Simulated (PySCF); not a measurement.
Vertical excitations of a molecule C4H4OSe from TDDFT-PBE/def2-SVPD in PySCF 2.14.0, as energy in eV (oscillator strength): 3.39 (0.001), 3.49 (0.036), 4.35 (0.000), 4.76 (0.053), 5.47 (0.000), 5.50 (0.229), 5.56 (0.002), 6.01 (0.006), 6.07 (0.034), 6.22 (0.063). Lowest triplet (TDA): 2.79 eV. The structure is a stationary point at PBE0-D3(BJ)/def2-SVP. Other conformers were not sampled.

Problem. Identify the compound among the candidates.
A. C#C[C@H]([SeH])C=O
B. C=C1C[Se]C1=O
C. C1=C[Se]C=CO1
D. Oc1ccc[se]1

Solution. B, C=C1C[Se]C1=O
